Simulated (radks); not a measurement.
Valence configurations of Pt I (all share [Xe]). Calculated with a radial shooting solver on a logarithmic mesh with Libxc functionals: Dirac Kohn-Sham, PBEsol, spin-unpolarised, spherical densities, point nucleus; open shells fill j = l - 1/2 first. Energies are relative to 4f14 5d9 6s1; eigenvalues in eV.

[
 {"valence": "4f14 5d9 6s1", "E (eV)": "0.000", "e(4f5/2)": "-71.764", "e(4f7/2)": "-68.309", "e(5d3/2)": "-6.954", "e(5d5/2)": "-5.626", "e(6p1/2)": "-"},
 {"valence": "4f14 5d8.5 6s1.5", "E (eV)": "0.080", "e(4f5/2)": "-73.084", "e(4f7/2)": "-69.630", "e(5d3/2)": "-7.875", "e(5d5/2)": "-6.506", "e(6p1/2)": "-"},
 {"valence": "4f14 5d8 6s2", "E (eV)": "0.404", "e(4f5/2)": "-74.486", "e(4f7/2)": "-71.030", "e(5d3/2)": "-8.845", "e(5d5/2)": "-7.433", "e(6p1/2)": "-"},
 {"valence": "4f14 5d10", "E (eV)": "0.499", "e(4f5/2)": "-69.392", "e(4f7/2)": "-65.937", "e(5d3/2)": "-5.284", "e(5d5/2)": "-4.034", "e(6p1/2)": "-"},
 {"valence": "4f14 5d8 6s1 6p1", "E (eV)": "5.467", "e(4f5/2)": "-76.041", "e(4f7/2)": "-72.586", "e(5d3/2)": "-10.321", "e(5d5/2)": "-8.888", "e(6p1/2)": "-2.400"},
 {"valence": "4f13.5 5d9 6s1 6p0.5", "E (eV)": "35.287", "e(4f5/2)": "-79.372", "e(4f7/2)": "-75.860", "e(5d3/2)": "-9.231", "e(5d5/2)": "-7.776", "e(6p1/2)": "-1.801"},
 {"valence": "4f13 5d10 6s1", "E (eV)": "67.616", "e(4f5/2)": "-82.635", "e(4f7/2)": "-79.066", "e(5d3/2)": "-7.929", "e(5d5/2)": "-6.452", "e(6p1/2)": "-"},
 {"valence": "4f13 5d9 6s2", "E (eV)": "68.947", "e(4f5/2)": "-85.589", "e(4f7/2)": "-82.019", "e(5d3/2)": "-10.028", "e(5d5/2)": "-8.466", "e(6p1/2)": "-"},
 {"valence": "4f13 5d9 6s1 6p1", "E (eV)": "74.103", "e(4f5/2)": "-87.199", "e(4f7/2)": "-83.629", "e(5d3/2)": "-11.572", "e(5d5/2)": "-9.990", "e(6p1/2)": "-2.381"},
 {"valence": "4f11.5 5d9 6s1 6p2.5", "E (eV)": "213.51", "e(4f5/2)": "-112.23", "e(4f7/2)": "-108.48", "e(5d3/2)": "-19.305", "e(5d5/2)": "-17.337", "e(6p1/2)": "-4.153"}
]

NIST lists [Xe] 4f14 5d9 6s1 as the ground configuration; this level of theory agrees among the configurations tried. The energies are those of spherical spin-averaged densities, not of single terms.
